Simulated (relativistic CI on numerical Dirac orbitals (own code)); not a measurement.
# Electric-dipole transitions in Rh²⁰⁺

Computed by Dirac-Coulomb-Breit CI, separate exchange-only KLI orbitals for each configuration, a model potential for QED, unscaled Slater integrals (own radial code, finite nucleus).

Configuration list (outside the closed core [Ne]): 3s²3p⁶3d⁷, 3s²3p⁵3d⁸, 3s²3p⁴3d⁹, 3s3p⁶3d⁸, 3p⁶3d⁹, 3s3p⁵3d⁹, 3s²3p⁶3d⁶4s, 3s²3p⁶3d⁶4p, 3s²3p⁶3d⁶4d, 3s²3p⁶3d⁶4f, 3s²3p⁴3d⁸4s, 3s²3p⁵3d⁷4s, 3s²3p⁶3d⁵4s², 3s²3p⁴3d⁸4p, 3s²3p⁶3d⁵4s4p, 3s²3p⁵3d⁷4p, 3s²3p⁶3d⁶5s, 3s²3p⁶3d⁵4p², 3s²3p⁴3d⁸4d, 3s3p⁵3d⁸4s, 3s²3p⁶3d⁶5p, 3s²3p⁶3d⁵4s4d, 3s²3p⁵3d⁷4d, 3s²3p⁶3d⁶5d, 3s3p⁵3d⁸4p, 3s3p⁶3d⁷4s, 3s²3p⁶3d⁶5f, 3s²3p⁵3d⁶4s², 3s²3p⁶3d⁶5g, 3s3p⁶3d⁷4p, 3s3p⁵3d⁸4d, 3p⁶3d⁸4s, 3s²3p⁶3d⁶6s, 3s²3p⁶3d⁶6p, 3p⁶3d⁸4p, 3s²3p⁶3d⁶6d. Levels of other configurations are missing.

```csv
λ vac (Å),Lower,Upper,A (s⁻¹),gf,Branching (%)
30.213,3s²3p⁶3d⁷ ⁴F9/2 [1],3s²3p⁶3d⁶4p ⁴G°11/2 [186],4.11e+11,6.76e-01,94.4
30.222,3s²3p⁶3d⁷ ⁴F9/2 [1],3s²3p⁶3d⁶4p ⁴F°9/2 [185],4.25e+11,5.82e-01,91.5
30.319,3s²3p⁶3d⁷ ⁴F9/2 [1],3s²3p⁶3d⁶4p ⁴D°7/2 [178],4.27e+11,4.71e-01,68.0
30.450,3s²3p⁶3d⁷ ²H11/2 [10],3s²3p⁶3d⁶4p ²H°11/2 [245],6.52e+11,1.09e+00,92.5
57.250,3s²3p⁶3d⁷ ²H9/2 [14],3s²3p⁵3d⁸ ²F°7/2 [62],9.07e+11,3.56e+00,83.2
57.826,3s²3p⁶3d⁷ ²H11/2 [10],3s²3p⁵3d⁸ ²G°9/2 [58],1.09e+12,5.49e+00,87.1
58.155,3s²3p⁶3d⁷ ²G7/2 [9],3s²3p⁵3d⁸ ²F°5/2 [57],7.82e+11,2.38e+00,76.9
58.486,3s²3p⁶3d⁷ ²F7/2 [17],3s²3p⁵3d⁸ ²D°5/2 [61],7.13e+11,2.19e+00,74.5
59.678,3s²3p⁵3d⁸ ²F°7/2 [62],3s²3p⁴3d⁹ ²D5/2 [343],1.35e+12,4.31e+00,69.0
59.798,3s²3p⁶3d⁷ ²D5/2 [19],3s²3p⁵3d⁸ ²P°3/2 [63],7.09e+11,1.52e+00,71.8
60.136,3s²3p⁶3d⁷ ²G9/2 [7],3s²3p⁵3d⁸ ²F°7/2 [53],5.29e+11,2.30e+00,64.4
60.299,3s²3p⁵3d⁸ ²H°11/2 [36],3s²3p⁴3d⁹ ²G9/2 [156],6.66e+11,3.63e+00,62.9
61.453,3s²3p⁶3d⁷ ⁴F9/2 [1],3s²3p⁵3d⁸ ⁴F°7/2 [44],1.19e+11,5.40e-01,19.2
62.156,3s²3p⁶3d⁷ ²H9/2 [14],3s²3p⁵3d⁸ ²H°9/2 [54],2.05e+11,1.19e+00,69.7
62.734,3s²3p⁶3d⁷ ⁴F7/2 [2],3s²3p⁵3d⁸ ⁴F°7/2 [44],1.52e+11,7.16e-01,24.4
63.520,3s²3p⁶3d⁷ ⁴P3/2 [5],3s²3p⁵3d⁸ ²P°3/2 [47],3.27e+11,7.91e-01,54.2
63.691,3s²3p⁶3d⁷ ⁴F9/2 [1],3s²3p⁵3d⁸ ²F°7/2 [39],1.13e+11,5.50e-01,32.3
64.258,3s²3p⁵3d⁸ ²G°9/2 [58],3s²3p⁴3d⁹ ²F7/2 [248],1.39e+12,6.87e+00,70.3
64.590,3s²3p⁶3d⁷ ²G9/2 [7],3s²3p⁵3d⁸ ⁴F°7/2 [44],2.03e+11,1.02e+00,32.7
64.693,3s²3p⁶3d⁷ ⁴F7/2 [2],3s²3p⁵3d⁸ ⁴D°5/2 [41],1.78e+11,6.71e-01,34.8
65.129,3s²3p⁶3d⁷ ⁴F5/2 [3],3s²3p⁵3d⁸ ⁴D°5/2 [41],2.10e+11,8.00e-01,40.9
66.770,3s²3p⁶3d⁷ ⁴F9/2 [1],3s²3p⁵3d⁸ ⁴D°7/2 [30],2.98e+11,1.60e+00,86.7
67.133,3s²3p⁶3d⁷ ⁴F5/2 [3],3s²3p⁵3d⁸ ⁴F°3/2 [34],2.97e+11,8.03e-01,71.1
67.361,3s²3p⁶3d⁷ ⁴F7/2 [2],3s²3p⁵3d⁸ ⁴F°5/2 [32],2.02e+11,8.26e-01,55.9
67.474,3s²3p⁶3d⁷ ²G9/2 [7],3s²3p⁵3d⁸ ²G°9/2 [37],1.50e+11,1.02e+00,42.4
68.310,3s²3p⁶3d⁷ ⁴F9/2 [1],3s²3p⁵3d⁸ ²G°9/2 [25],2.17e+11,1.52e+00,73.3
69.400,3s²3p⁶3d⁷ ²H11/2 [10],3s²3p⁵3d⁸ ²H°11/2 [36],1.50e+11,1.30e+00,92.2
69.933,3s²3p⁶3d⁷ ⁴F7/2 [2],3s²3p⁵3d⁸ ⁴D°7/2 [24],1.18e+11,6.93e-01,74.9
70.606,3s²3p⁶3d⁷ ⁴F9/2 [1],3s²3p⁵3d⁸ ⁴G°9/2 [23],7.47e+10,5.58e-01,76.9
87.022,3s²3p⁵3d⁸ ⁴G°11/2 [20],3s3p⁶3d⁸ ⁴F9/2 [65],1.74e+11,1.98e+00,56.1
```

Terms are leading LS components. Brackets give the number of a level in order of energy, since labels repeat. The list gives strong lines, with weight on those to low levels, without lines whose two gauges differ by over a factor of 2.5, among the lowest 400 of 9835 levels, so that lines to higher ones, which can be the strongest, are missing. Levels whose partners in the same complex of configurations lie outside the list can be far off, and so can their lines. Rates are taken at the computed energies, electric ones in the length gauge.

At this charge energies of transitions that change n are usually good to better than 1 %, and those within a shell (Δn = 0) to a few per cent. Terms inside the open d or f shell come out 10 to 20 % too wide with unscaled integrals.

LS names give the leading component of a level, which can be under half, so a name can repeat, a term be missing and a line seem to break the LS rules.
